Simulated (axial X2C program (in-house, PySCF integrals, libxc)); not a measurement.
## Potential curves of HfB⁺, two-component

Calculated with an in-house relativistic program for diatomic molecules. Two-component (2c) means X2C with spin–orbit coupling and atomic mean-field two-electron Coulomb and Gaunt terms. Basis: Hf dyall-cv3z [13s14p9d7f4g], B dyall-v3z [7s6p2d1f] (cores contracted in-house); Gaussian nuclei, density fitting, unrestricted open shells. Masses: Hf 179.947 u, B 11.009 u.

State: Ω = 2 (⟨Sz⟩ = 1.99, ⟨Lz⟩ = 0.01 at HF). Energies in kJ/mol from the lowest point of each curve. Fits are polynomials in 1 − R0/R over 0.85 to 1.23 times the lowest point R0.

```tsv
R (Å)	CCSD	HF	PBE0
1.8357		94.43	82.40
1.9201	44.53	42.41	34.65
1.9834	20.02	18.93	13.79
2.0467	5.89	5.62	2.94
2.1100	0.00	0.00	0.00
2.1838	1.19	0.25	4.18
2.2577	8.89	5.10	14.38
2.3526	25.24	14.73	33.35
2.4687		28.05	61.47
```

Correlated methods: 6 electrons correlated (number of frozen shells: Hf 5 s, 4 p, 2 d, 1 f; B 1 s), 296 virtual spin orbitals or spinors in MP2, 89 natural virtuals in coupled cluster.

The state is one determinant whose occupation by symmetry is held fixed; it was picked as the lowest of a PBE0 search that is not exhaustive. Density functionals use the spin component along the axis (collinear). CCSD ran in a truncated set of natural virtual spinors with an MP2 remainder; without triples it tends to underbind. PBE0 can misorder states that lie within some tenths of an eV, so this need not be the ground state of the molecule. The nearest other 2c determinant of the search, Ω = 0, lies 0.70 eV up at the distance of the search. The spin of this state cannot come from the lowest atoms; the curve heads to a higher limit, and no De is given. With several unpaired electrons one determinant need not be a pure state. The outer-core s and p shells of the metal are frozen in the correlated rows, which leaves out core–valence correlation; for alkali and alkaline-earth bonds that tends to lengthen them. Open-shell Ω = 0 determinants with evenly filled partner blocks cannot be reached by this program, so the Ω shown need not be the lowest component. The T1 diagnostic is large, a sign of multireference character. With the outer-core shells frozen, correlated bond lengths of heavy atoms tend to come out a few hundredths of an ångström too long. Coupled cluster ran on the points near the minimum only. MP2 and coupled cluster on one determinant become unreliable at the stretched end.

Task: What are Re and ωe at the CCSD level?

Result: At CCSD, 2c: Re = 2.135 Å, ωe ≈ 630 cm⁻¹; Be follows as 0.357 cm⁻¹.

Task: Fit the HF curve near its minimum: give the equilibrium distance and the harmonic wavenumber.

Result: At HF, 2c: Re = 2.142 Å, ωe ≈ 550 cm⁻¹; Be follows as 0.354 cm⁻¹.

Task: What are Re and ωe at the PBE0 level?

Result: At PBE0, 2c: Re = 2.106 Å, ωe ≈ 648 cm⁻¹; Be follows as 0.366 cm⁻¹.
